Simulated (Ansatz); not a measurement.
Input for Ansatz (a program for electronic structure): R-wB97M-V/def2-TZVPPD on CH8Si (a complex), monomers drawn apart or pushed together. Files ending in .json are basis or fitting sets from the Basis Set Exchange.

Ansatz 0.2 input:
```yaml
crystal:
  periodic: [false, false, false]
  atoms:
    - {symbol: H, position_ang: [-0.61203198, 0.30408096, 0.13778172]}
    - {symbol: H, position_ang: [0.03070897, 0.26850090, -0.23557631]}
    - {symbol: C, position_ang: [0.80338409, -1.17277188, 3.74310198]}
    - {symbol: Si, position_ang: [-0.19698753, 0.38843624, 4.02594409]}
    - {symbol: H, position_ang: [1.76418540, -1.11685442, 4.25800401]}
    - {symbol: H, position_ang: [0.99718529, -1.32289288, 2.67983785]}
    - {symbol: H, position_ang: [0.27044162, -2.04882306, 4.11711879]}
    - {symbol: H, position_ang: [-0.45959084, 0.58417620, 5.47289733]}
    - {symbol: H, position_ang: [-1.50181007, 0.30805114, 3.32453471]}
    - {symbol: H, position_ang: [0.53029658, 1.57716843, 3.51870082]}
basis:
  gaussian:
    orbitals: def2-TZVPPD.json
hamiltonian:
  xc: {name: wB97M-V}
scf: {lower_state_search: off}
```

Predict the final total energy.

-332.3293 hartree.

How many basis functions does it have, and what does it roughly cost on one machine?

221 functions; very roughly 8 core-seconds.
